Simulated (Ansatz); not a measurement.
Relaxation of BrClGaH3O2 (8 atoms, charge 0, multiplicity 1), to a largest force component of 0.03 eV/Å in at most 50 steps.

Theory: RHF/def2-SVP (Ansatz 0.2.0).

```xyz
8
Properties=species:S:1:pos:R:3:forces:R:3
Ga -0.726 0.368 -0.205 0.03 -0.67 -0.02
Br 2.703 -0.657 0.804 -0.84 -0.99 -0.31
O -0.290 1.285 -1.628 0.00 0.00 0.00
O -1.297 1.144 1.254 0.00 0.00 0.00
H 1.803 -1.762 0.464 0.91 1.01 0.34
Cl -0.714 -1.847 -0.304 -0.11 0.66 -0.01
H 0.046 0.845 -2.392 -0.01 0.00 0.00
H -1.525 0.624 2.008 0.00 0.00 -0.01
```

**Question.** Where does it end, and by what steps?

**Answer.** It converged. After 13 steps the energy has fallen by 0.095 eV; H5 moved furthest, 0.35 Å.

```tsv
step	energy less start (eV)	largest force component (eV/Å)	accepted
0	0.0000	1.007	yes
1	-0.0555	0.275	yes
2	-0.0406	0.502	no
3	-0.0697	0.153	yes
4	-0.0761	0.258	yes
5	-0.0792	0.182	yes
6	-0.0847	0.140	yes
7	-0.0798	0.511	no
8	-0.0856	0.130	yes
9	-0.0912	0.176	yes
10	-0.0932	0.177	yes
11	-0.0841	0.266	no
12	-0.0947	0.035	yes
13	-0.0950	0.011	yes
```

```xyz
8
Properties=species:S:1:pos:R:3
Ga -0.700 0.309 -0.216
Br 2.411 -0.463 0.777
O -0.208 1.265 -1.600
O -1.162 1.107 1.276
H 2.120 -1.831 0.603
Cl -1.014 -1.821 -0.438
H 0.010 0.839 -2.413
H -1.456 0.595 2.012
```

Whether the end is a true minimum wasn't checked by a vibrational analysis.

Time of the run: 90 s on 2 threads of AMD EPYC 7571, with other jobs on the host, peak memory 0.36 GiB.
